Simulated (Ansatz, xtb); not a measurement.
**CH3BBrF: which of two isomers lies lower**

Structure X is `CB(F)Br`, a singlet and structure Y is `FBCBr`, a singlet. Both are isolated molecules in the gas phase, relaxed with B3LYP-D3(BJ)/def2-SVP, each in the lowest conformer that the search found.

X (Å):

```tsv
atom	x (Å)	y (Å)	z (Å)
C	-0.6739	-1.1407	0.1128
B	-1.7438	-1.9878	-0.6412
Br	-1.7302	-2.1777	-2.5676
F	-2.7323	-2.5857	-0.0005
H	0.3160	-1.1872	-0.3631
H	-0.9917	-0.0816	0.0796
H	-0.5964	-1.4282	1.1728
```

Y (Å):

```yaml
atoms:
  - { symbol: C, position_ang: [-2.1164, 0.2430, 0.4608] }
  - { symbol: B, position_ang: [-1.0346, 1.2102, -0.1375] }
  - { symbol: Br, position_ang: [-1.6495, -1.3820, -0.5881] }
  - { symbol: F, position_ang: [-1.3758, 2.0386, -1.1138] }
  - { symbol: H, position_ang: [0.1108, 1.2203, 0.2397] }
  - { symbol: H, position_ang: [-1.9935, -0.0303, 1.5150] }
  - { symbol: H, position_ang: [-3.1621, 0.4786, 0.2281] }
```

Quicker runs give these differences E(Y) − E(X): GFN2-xTB +1.158 eV; HF/STO-3G +1.585 eV (at GFN2-xTB geometries); r2SCAN-D4/def2-SVP +1.651 eV (at GFN2-xTB geometries).

Problem. Estimate E(Y) − E(X) at the level CCSD(T)/def2-TZVP.

Solution. Calculated at CCSD(T)/def2-TZVP: E(Y) − E(X) = +1.509 eV, so structure X lies lower.

How the difference moves with the method:

```csv
level,geometry,E(Y) − E(X) (eV),departure from the last row (eV),"job, with rough time for the two"
GFN2-xTB,GFN2-xTB,+1.158,−0.351,"optimisation, 0.16 s"
HF/STO-3G,GFN2-xTB,+1.585,+0.076,"single point, 0.46 s"
r2SCAN-D4/def2-SVP,GFN2-xTB,+1.651,+0.142,"single point, 2.8 s"
B3LYP-D3(BJ)/def2-SVP,B3LYP-D3(BJ)/def2-SVP,+1.554,+0.044,"optimisation, 77 s"
HF/def2-TZVP,B3LYP-D3(BJ)/def2-SVP,+1.500,−0.010,part of the CCSD(T) run
MP2/def2-TZVP,B3LYP-D3(BJ)/def2-SVP,+1.566,+0.057,part of the CCSD(T) run
CCSD(T)/def2-TZVP,B3LYP-D3(BJ)/def2-SVP,+1.509,,"single point, 85 s"
```

As drawn, Y has 1 C–Br, 1 B–H in place of 1 B–Br, 1 C–H.

The levels shown agree on the order. The largest departure from CCSD(T)/def2-TZVP is that of GFN2-xTB, 0.351 eV.

With harmonic frequencies from B3LYP-D3(BJ)/def2-SVP (ideal gas, rigid rotor, one conformer each, 298.15 K, 1 atm): on the last row, ΔE + ΔZPE = +1.494 eV. A mode under 50 cm⁻¹ makes harmonic enthalpies and free energies unreliable, so none is given.

The correlated steps freeze 12 core orbitals; the filled d shell of Br is correlated, in a basis made for valence electrons. Run with Ansatz 0.2.0, xtb 6.7.1; the last row on 2 threads of Intel(R) Xeon(R) Platinum 8259CL CPU @ 2.50GHz (Skylake/Cascade Lake) on a shared host.
